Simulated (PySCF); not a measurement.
**V(2+) (vanadium, charge +2): B97-3 calculation**

Configuration: [Ar] 3d2 4p1, one real determinant (an excited configuration). Calculation: PySCF 2.14, in def2-QZVPPD; no relativity, point nucleus.

```
Total energy                                                  : -942.613 hartree
One-electron energy                                           : -1274.159 hartree
Hartree (Coulomb) energy                                      : 375.951 hartree
Exchange-correlation energy                                   : -44.404 hartree
Kinetic energy                                                : 941.04142 hartree
⟨S²⟩                                                          : 3.7508
⟨L²⟩                                                          : 13.958
Sum of ⟨r⟩                                                    : 15.77 bohr
Sum of ⟨r²⟩                                                   : 24.27 bohr²
Traceless quadrupole moment −½Σ⟨3z² − r²⟩ along its main axis : -4.39 e·bohr²
Density at the nucleus (Gaussians lack the cusp)              : 8120 bohr⁻³
Spin density at the nucleus                                   : -0.305 bohr⁻³
Langevin diamagnetic susceptibility                           : -19.2 ×10⁻⁶ cm³/mol
```

```csv
shell,electrons,mean orbital energy (hartree),spread (hartree),"rms radius, mean of both spins (bohr)"
1s α,1,-198.19346,0,0.0776
1s β,1,-198.19125,0,0.0776
2s α,1,-23.39369,0,0.337
2s β,1,-23.35908,0,0.337
2p α,3,-19.84797,0.00168,0.305
2p β,3,-19.81689,0.00316,0.305
3s α,1,-3.65685,0,1.01
3s β,1,-3.55963,0,1.01
3p α,3,-2.65694,0.00716,1.08
3p β,3,-2.55199,0.01129,1.08
3d α,2,-1.17042,0.00530,1.31
4p α,1,-0.60894,0,3.31
```

⟨L²⟩ = 13.96 against 20 for a pure G term, so this real determinant mixes terms.
